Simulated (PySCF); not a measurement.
**Gas-phase XPS of `F[Si](F)(F)F`, computed**

Compound: SiF4.
Structure used (PBE0-D3(BJ)/def2-SVP), in Å, numbered top down from 1:
```xyz
5
SiF4 angstrom
F      1.5654   -0.2784    0.2142
Si     0.0182   -0.0215   -0.0191
F     -0.2307    1.5295   -0.2362
F     -0.7980   -0.5154    1.2475
F     -0.4628   -0.8190   -1.3029
```

Computed with delta-SCF UKS SCAN, pcX-2 on the ionised atom, pcseg-1 elsewhere, spin-free X2C (PySCF). Binding energies are ΔSCF values: E(core-ionised, relaxed orbitals) − E(ground state) at a fixed geometry, referred to the vacuum level.

Q: Give the core binding energies atom by atom.

A: 
```tsv
atom(s)	environment	level	binding energy (eV)	2p1/2 (eV)	count
Si2	fluorine-bound silicon	Si 1s	1852.47	–	1
F1/F3/F4/F5	silicon-bound fluorine	F 1s	694.48	–	4
Si2	fluorine-bound silicon	Si 2p3/2	112.00	112.63	1
```

Q: Which photon energy gives electrons from F 1s of F1/F3/F4/F5 a kinetic energy of 20 eV, and what is their de Broglie wavelength?

A: hν = 694.48 + 20 = 714.48 eV, recoil neglected; λ = 12.264 Å/√(E/eV) = 2.74 Å.

Q: Give the binding energy of F 1s of F1/F3/F4/F5 in hartree and in kJ/mol.

A: 694.48 eV = 25.5217 Eh = 67007 kJ/mol.

The first atom of each set that the bonding makes equivalent was ionised and stands for the set. 2p3/2 and 2p1/2 are the ΔSCF energy of one spin-free 2p hole plus the eigenvalues of a spin–orbit and ligand-field matrix of the shell. 2p1/2 minus 2p3/2 (ligand field included): Si 0.63 eV. Isolated species at its PBE0-D3(BJ)/def2-SVP geometry, gas phase.

On an Arm Neoverse N1 with one thread, shared host with 64 logical CPUs at a one-minute load of 60, this took 14 s and 0.47 GiB of memory at its peak.
